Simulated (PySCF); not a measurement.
Species: C5H4FS (doublet state).
Geometry (GFN2-xTB, Å), atoms numbered from 1 in this order:
```
atom  x, y, z in Å
C1     0.0829    1.8844    0.8948
C2     0.6562    1.1626   -0.0041
C3     0.2665   -0.2349   -0.3667
C4     0.9234   -0.8688   -1.2967
S5     1.8049   -1.4870   -2.4236
C6    -0.8947   -0.8058    0.4024
F7    -1.1838   -2.0810    0.0082
H8    -0.6816    1.9440    1.6269
H9     1.4924    1.5344   -0.5806
H10   -1.7973   -0.2025    0.2383
H11   -0.6635   -0.8428    1.4751
```

The hyperfine couplings belong to this conformer and change with its torsions.

The species is `[H]/[C]=C\C(=C=S)CF` [radical].

Method: PySCF 2.14.0, UKS B3LYP, pcH-1 on C F H S, non-relativistic, mean-field spin-orbit, GIAO. Isolated species at its GFN2-xTB geometry (one conformer only). Couplings are sensitive to structure, and on GFN2-xTB geometries they can be far from those on DFT ones. The SCF solution wasn't tested for stability.

Problem. What is the g tensor, term by term?

Solution. 
```csv
Δg (ppm),1,2,3
relativistic mass correction,-148,-148,-148
gauge correction,6,39,-25
orbital Zeeman/spin–orbit,-204,296,1018
total,-346,186,845
```

So g = 2.00197, 2.00251, 2.00316 and g_iso = 2.00255; the tensor is rhombic: the two nearest values differ by 45 % of g3 − g1. Axes: g2 points within 6° of the C1–C2 bond.

Problem. What effective moment and Curie constant follow for a powder?

Solution. With the mean of g² = 4.0102 and S(S+1) = 0.75: μ_eff = √(⟨g²⟩S(S+1)) = 1.734 μB and χT = 0.12505·⟨g²⟩·S(S+1) = 0.376 cm³ K/mol (cgs; spin-Hamiltonian part alone).

Problem. What are the electron Larmor frequencies g μB B/h along the three axes at 1200 mT?

Solution. 33.6241, 33.6331, 33.6441 GHz for g1, g2 and g3, a range of 20.0 MHz.

Problem. In a frozen sample, at which fields do the three g values resonate at 9.5, 34, 94 and 263 GHz (hyperfine left aside), and which band first spreads them over more than twice a line width of 0.5 mT?

Solution. 
```csv
band,GHz,B(g3) mT,B(g2) mT,B(g1) mT,spread mT
X,9.5,338.84,338.95,339.04,0.20
Q,34.0,1212.69,1213.09,1213.41,0.72
W,94.0,3352.74,3353.84,3354.73,1.99
J,263.0,9380.53,9383.62,9386.11,5.58
```

The spread grows in proportion to the frequency. W band is the first where it exceeds 1.0 mT.

The largest Mulliken spin populations are on C1 (+1.04), C2 (-0.16) and C3 (+0.09). C1 is the only atom above +0.15.

The HOMO–LUMO gaps are 3.64 eV among the α and 3.04 eV among the β orbitals.
